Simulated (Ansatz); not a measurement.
Rb5H4⁺. Charge 1, multiplicity 1. Geometry PBE-D4/def2-SVP.

Cartesian coordinates in Å:
```
Rb -0.660 0.216 1.035
Rb 2.761 -1.904 1.655
Rb -1.650 -3.239 -0.878
Rb -2.319 1.759 -2.349
Rb 2.092 3.094 0.184
H -0.390 2.539 -0.660
H -2.290 -0.655 -1.185
H 2.169 0.695 1.375
H 0.285 -2.505 0.824
```

In the def2 sets Rb takes a core potential; there is no spin–orbit coupling. The structure comes from a short search, and lower isomers may exist.

Question: Estimate the orbital energies around the gap (eV) in Ansatz with LDA (SPW92)/def2-TZVP, PBE-D4/def2-SVP, PBE-D4/def2-TZVP, r2SCANh-D4/def2-TZVP, ωB97X-V/def2-TZVP.

Answer: 
| orbital | LDA (SPW92)/def2-TZVP | PBE-D4/def2-SVP | PBE-D4/def2-TZVP | r2SCANh-D4/def2-TZVP | ωB97X-V/def2-TZVP |
| --- | --- | --- | --- | --- | --- |
| HOMO−9 | -17.62 | -17.57 | -17.56 | -18.64 | -21.80 |
| HOMO−8 | -17.62 | -17.57 | -17.56 | -18.64 | -21.80 |
| HOMO−7 | -17.61 | -17.56 | -17.55 | -18.63 | -21.79 |
| HOMO−6 | -17.05 | -17.04 | -17.03 | -18.06 | -21.20 |
| HOMO−5 | -16.93 | -16.90 | -16.90 | -17.92 | -21.08 |
| HOMO−4 | -16.93 | -16.90 | -16.90 | -17.92 | -21.08 |
| HOMO−3 | -7.13 | -6.89 | -6.93 | -7.37 | -10.33 |
| HOMO−2 | -6.61 | -6.41 | -6.45 | -6.90 | -9.73 |
| HOMO−1 | -6.61 | -6.41 | -6.44 | -6.90 | -9.73 |
| HOMO | -6.40 | -6.21 | -6.26 | -6.73 | -9.51 |
| LUMO | -3.30 | -3.23 | -3.23 | -2.49 | -1.72 |
| LUMO+1 | -3.28 | -3.22 | -3.22 | -2.31 | -1.56 |
| LUMO+2 | -3.14 | -3.12 | -3.12 | -2.29 | -1.56 |
| LUMO+3 | -3.14 | -3.12 | -3.12 | -2.29 | -1.49 |
| LUMO+4 | -2.90 | -2.81 | -2.84 | -2.14 | -1.42 |
| LUMO+5 | -2.58 | -2.41 | -2.43 | -1.78 | -1.10 |
